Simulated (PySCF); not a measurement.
Numbering as in the mapped SMILES `[CH3:1][P:2]([CH3:3])[c:4]1[cH:5][cH:6][cH:7][cH:8][n:9]1`. Hydrogens are named by the atom that carries them.

All values are calculated (PySCF): PBE0-D3(BJ)/def2-SVP structure, PBE/pcSseg-1 with gauge-including orbitals. Averaged over atoms made equivalent by symmetry, fast rotation or ring inversion, one conformer, non-relativistic, gas phase.

Shifts are taken against calculated references (same method and geometry level): TMS for 13C (σref 180.03) and 1H (σref 31.20); H3PO4 for 31P (σref 295.64); NH3 for 15N (σref 265.06).

```csv
atoms,nucleus,count,δ (ppm)
C4,13C,1,174.1
H(C7),1H,1,6.84
N9,15N,1,355.9
C1/C3,13C,2,16.7
C7,13C,1,123.8
P2,31P,1,?
H(C5),1H,1,?
C5,13C,1,?
C6,13C,1,136.1
C8,13C,1,152.5
H(C1)/H(C3),1H,6,1.26
H(C6),1H,1,?
H(C8),1H,1,8.63
```

Fill in the missing shifts.

Answers


- C5: 131.1 ppm, aromatic CH; the aromatic region
- H(C6): 7.38 ppm, hydrogen on an aromatic CH; aromatic region
- H(C5): 7.28 ppm, hydrogen on an aromatic CH; it sits in the deshielding region of the aromatic ring current
- P2: -46.4 ppm, phosphorus bonded to 3 C

Shifts are as computed. Against solution values, carbons near 30 ppm lie about +2 ppm off and those near 130 ppm about +2 ppm. Of 1211 compounds with measured shifts, 218 miss one by over three times the rms of a fit or turn the order of signals round; such compounds aren't used in these exercises. Experimental scales use liquid or dissolved standards, which lie at an offset from isolated NH3 (liquid NH3: subtract about 20 ppm) and H3PO4. Unscaled 15N shifts of sp2 nitrogen come out 20 to 40 ppm too high even then.
